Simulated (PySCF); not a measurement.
Molecule: `C[C@@H]1C=NC[C@@H](F)C1`, C₆H₁₀FN.

Bonds (- single, = double, # triple, : aromatic): C1-C2, C2-C3, C3=N4, N4-C5, C5-C6, C6-F7, C6-C8, C8-C2. C1 carries H9, H10, H11; C2 carries H12; C3 carries H13; C5 carries H14, H15; C6 carries H16; C8 carries H17, H18. Stereochemistry as in C[C@@H]1C=NC[C@@H](F)C1. H14, H17 are cis to C1 on the ring; H15, H18 are trans to C1 on the ring.

Frames of a GFN2-xTB Langevin trajectory at 300 K; GIAO PBE0/pcSseg-1 shieldings in PySCF, gas phase, non-relativistic; equivalent atoms averaged within each frame.

Referencing at the same level of theory: 13C (σref 186.93) and 1H (σref 31.72) against TMS; 15N (σref 267.73) against NH3; 19F (σref 170.95) against CFCl3. The references are static minima.

Question: How do the shifts (ppm) fluctuate along the trajectory?

Answer: 
| time (fs) | C3 | C6 | C5 | C2 | C8 | C1 | N4 | F7 | H13 | H15 |
| --- | --- | --- | --- | --- | --- | --- | --- | --- | --- | --- |
| 250 | 176.1 | 86.0 | 56.5 | 37.0 | 35.0 | 14.8 | 365.4 | -206.2 | 8.45 | 5.07 |
| 425 | 167.0 | 89.6 | 61.0 | 30.8 | 38.8 | 11.9 | 356.6 | -186.7 | 7.02 | 4.47 |
| 625 | 166.8 | 90.3 | 63.1 | 24.7 | 32.7 | 24.1 | 362.4 | -212.2 | 6.64 | 4.63 |
| 800 | 170.5 | 82.7 | 54.2 | 28.8 | 40.5 | 16.3 | 339.1 | -224.5 | 8.18 | 4.52 |
| 1000 | 178.0 | 92.7 | 66.6 | 33.2 | 32.5 | 20.1 | 374.9 | -212.4 | 8.56 | 5.08 |
| mean of frames | 171.7 | 88.3 | 60.3 | 30.9 | 35.9 | 17.4 | 359.7 | -208.4 | 7.77 | 4.75 |
| standard deviation | 5.1 | 3.9 | 5.0 | 4.6 | 3.6 | 4.8 | 13.3 | 13.8 | 0.88 | 0.30 |

5 frames give an uncertainty of the mean of about the standard deviation over 2.2 at best, since frames this close in time may not be independent; classical motion lacks zero-point vibration, and the reference would need the same averaging.
